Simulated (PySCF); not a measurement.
Species: CH9N3OSi, charge 0, multiplicity 1. SMILES: N[Si](OC)(N)N
Geometry from a B3LYP-D3(BJ)/def2-TZVP (Ansatz) optimisation:
```xyz
15

Si    -0.3915     0.0684     0.0080
O      0.9988    -0.4319     0.7395
C      2.2613    -0.4393     0.1035
N     -1.4803     0.0585     1.3282
N     -0.4591     1.6374    -0.6649
N     -0.6000    -0.9559    -1.3588
H      2.9867    -0.8815     0.7875
H      2.2440    -1.0255    -0.8204
H      2.5876     0.5774    -0.1392
H     -1.2853    -0.5166     2.1312
H     -2.4673     0.2041     1.1973
H     -0.5552     2.4468    -0.0748
H     -0.0430     1.8553    -1.5547
H     -1.3182    -0.7568    -2.0368
H     -0.4500    -1.9487    -1.2705
```

Dispersion corrections to the total energy (kcal/mol) from the dftd3 and dftd4 libraries through PySCF: D3(BJ) without and D4 with the three-body term, each with the damping fitted for the functional named.

```json
[
 {"functional": "BHLYP", "D3(BJ)": "-10.18", "D4": "-9.16"},
 {"functional": "LC-wPBE", "D3(BJ)": "?", "D4": "-8.67"},
 {"functional": "r2SCAN", "D3(BJ)": "?", "D4": "-2.04"},
 {"functional": "BP86", "D3(BJ)": "-11.99", "D4": "-10.47"},
 {"functional": "HSE06", "D3(BJ)": "-5.10", "D4": "?"},
 {"functional": "PBE", "D3(BJ)": "-7.56", "D4": "-7.84"},
 {"functional": "PW6B95", "D3(BJ)": "-3.90", "D4": "-6.73"}
]
```

Some entries are withheld; supply them.


- LC-wPBE, D3(BJ): -7.19
- r2SCAN, D3(BJ): -2.25
- HSE06, D4: -6.17
